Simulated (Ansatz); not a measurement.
A nudged elastic band was laid between two geometries of BCl2F + H2 (6 atoms, charge 0, multiplicity 1).

Theory: RKS PBE-D4/def2-SVP in Ansatz.

- movable images: 8
- climbing image: no
- spring: 5.0 eV/Å²
- optimiser: quadratic models (default)
- start path: through a guess of the saddle point
- force threshold: 0.03 eV/Å
- iteration limit: 60
- end points: relaxed

Initial state:

```xyz
6
Properties=species:S:1:pos:R:3
B -0.024 0.530 0.104
Cl -0.005 0.930 1.812
F 1.119 0.285 -0.516
Cl -1.522 0.457 -0.804
H -0.292 -2.568 0.586
H -0.105 -2.282 1.275
```

Final state:

```xyz
6
Properties=species:S:1:pos:R:3
B -0.077 -0.369 -0.581
Cl -0.023 -0.099 2.512
F 1.082 0.255 -0.727
Cl -1.564 0.509 -0.911
H -0.103 -1.553 -0.324
H -0.142 -1.391 2.488
```

(1) Which bonds break or form, and what moves?

(2) Give the energies along the band, and the barrier.

(3) What is the geometry of the highest image?

The band took 56 iterations and of the order of 13 core-minutes.

Results:

(1) Bonds broken: B1–Cl2, H5–H6. Bonds formed: B1–H5, Cl2–H6. BCl2F + H2 becomes BClFH + ClH.

(2) It converged. The highest image is number 5 of 0 to 9, 1.32 eV above the first end and 0.65 eV above the last; the last end lies 0.67 eV above the first. No image climbed, so the highest image needn't sit at the top of the path. The orbitals stay closed-shell, which can raise the energy where a bond breaks towards radicals; this wasn't checked here.

```csv
image,path coordinate (Å),energy (eV),B1–Cl2 (Å),H5–H6 (Å),B1–H5 (Å)
0,0.00,0.00,1.75,0.77,3.15
1,0.44,0.02,1.76,0.77,2.75
2,0.87,0.11,1.76,0.77,2.37
3,1.31,0.37,1.79,0.78,1.96
4,1.75,0.92,1.91,0.85,1.54
5,2.19,1.32,2.16,1.13,1.31
6,2.63,0.92,2.57,1.50,1.23
7,3.06,0.73,2.96,1.86,1.22
8,3.50,0.68,3.10,2.31,1.21
9,3.94,0.67,3.11,2.82,1.21
```

(3) 
```xyz
6
Properties=species:S:1:pos:R:3
B -0.076 -0.323 0.001
Cl -0.074 0.104 2.121
F 1.113 0.073 -0.457
Cl -1.587 0.251 -0.721
H -0.121 -1.605 0.239
H -0.083 -1.149 1.274
```

Run time: 13 min on 1 thread of Intel(R) Xeon(R) Platinum 8488C (Sapphire Rapids) (shared host), peak memory 0.16 GiB.
